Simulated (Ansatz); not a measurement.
`[OH][GeH]([OH])[F]` → `[F][GeH]` + hydrogen peroxide at 600 K and 1 bar (germylene formation by 1,1-elimination).

Program: Ansatz. Geometries: PBE0-D4/def2-TZVP. ΔE: electronic, gas phase. CCSD(T)/CBS is the MP2 limit (def2-TZVPP, def2-QZVPP) plus CCSD(T) − MP2 in def2-TZVPP, frozen cores. This one scheme is used for every species. For Ge outer-core shells are correlated without core-valence functions, which leaves a few kJ/mol of doubt a bond. Scalar relativity is left out up to krypton. Each species was taken in one conformer, which may not be the lowest.

```csv
species,CCSD(T)/CBS energy (Eh),H − E (kJ/mol),S (J/(mol·K))
`[OH][GeH]([OH])[F]`,-2328.15335,150.3,397.9
`[F][GeH]`,-2176.50038,43.8,283.3
`OO`,-151.44260,96.1,259.8
```

H − E and S are ideal-gas, rigid-rotor, harmonic terms from PBE0-D4/def2-TZVP, for one conformer and one mirror image of each species. 1 Eh = 2625.50 kJ/mol, R = 8.31446 J/(mol·K).

Problem. By hand: ΔE, ΔH, ΔS and ΔG.

Solution. ΔE = (-2176.50038) + (-151.44260) − (-2328.15335) = 0.21037 Eh = 552.3 kJ/mol. Δ(H − E) = 43.8 + 96.1 − 150.3 = -10.4, so ΔH = 541.9 kJ/mol. ΔS = 283.3 + 259.8 − 397.9 = 145.2 J/(mol·K). ΔG = 541.9 − 600 × (145.2)/1000 = 454.8 kJ/mol.

Problem. By hand: the equilibrium constant, and the temperature at which ΔG would vanish if ΔH and ΔS stayed fixed.

Solution. log₁₀ K = −ΔG/(RT ln 10) = -39.6. ΔG = 0 at ΔH/ΔS = 3732 K, far beyond where these terms or the molecules hold.

The number of gas molecules changes by +1, which sets the sign of ΔS. A doubt of 5 kJ/mol in ΔE shifts log₁₀ K by 0.4 here. Other conformers and mirror images would add mixing entropy, several J/(mol·K) or more a flexible species. These are equilibria of isolated gas molecules and say nothing of rates. Largest T1 diagnostic: 0.014 (customary marks: 0.02 for closed shells, 0.045 for open ones).
